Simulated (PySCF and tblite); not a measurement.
Values are calculated unless marked as measured or tabulated.
C₇H₁₁Cl, numbered as in [Cl:1][C@H:2]1[CH2:3][CH2:4][CH2:5][C@@H:6]2[CH2:7][C@H:8]12. The ensemble was built from 60 distance-geometry starts (ETKDG and KDG, MMFF94s, GFN2-xTB) and rests on GFN2-xTB geometries. Free energies are PBE0-D3(BJ)/pcSseg-1 (IEF-PCM, dimethylsulfoxide) single points with GFN2-xTB rigid-rotor and vibrational terms (modes under about 100 cm⁻¹ blended into free rotors). Symmetry numbers and mirror images are counted. Conformers within 2.5 kcal/mol (GFN2-xTB free energy) were kept, 3 at most. GIAO shieldings: PBE0/pcSseg-1 (IEF-PCM, dimethylsulfoxide). Shifts are against TMS (¹H), TMS (¹³C) at the same level. Run with PySCF (density fitting) and tblite.

The 6-ring runs over atoms 2–3–4–5–6–8.

| conformer | shape | point group | mirror pair | ΔE(DFT) | Δ(G−E) at 298.15 K | δ H2 (ppm) |
| --- | --- | --- | --- | --- | --- | --- |
| 1 | 6-ring half-chair (ring torsions 67, -51, 18, -1, 15, -48°) | C1 | no | 0.00 | 0.00 | 4.91 |
| 2 | 6-ring half-chair (ring torsions -69, 50, -17, 2, -20, 52°) | C1 | no | 0.82 | -0.06 | 4.07 |
| 3 | 6-ring boat (ring torsions -3, -49, 51, 0, -53, 54°) | C1 | no | 4.01 | -0.31 | 3.59 |

Energies in kcal/mol; the thermal term leaves out symmetry numbers and mirror images.

(1) Work out the weights at 298.15 K and the ¹H shift of H2 under fast exchange.

For its torsions the set is small; conformers may be missing.

## Answers

(1) RT = 0.592 kcal/mol. Each conformer gets RT ln(σ/g), with σ the rotational symmetry number and g = 2 for a mirror pair: 1: σ = 1, g = 1, G = 0.00 + 0.00 + 0.00 = 0.00, 0.00 above the lowest, exp(−ΔG/RT) = 1.000; 2: σ = 1, g = 1, G = 0.82 − 0.06 + 0.00 = 0.77, 0.77 above the lowest, exp(−ΔG/RT) = 0.273; 3: σ = 1, g = 1, G = 4.01 − 0.31 + 0.00 = 3.70, 3.70 above the lowest, exp(−ΔG/RT) = 0.002. The sum is 1.275, so the weights are 78.4, 21.4, 0.2 %. The averaged shift is 4.73 ppm. At 298.15 K the leading conformer alone gives 4.91 ppm and bare DFT energies give 4.74 ppm.
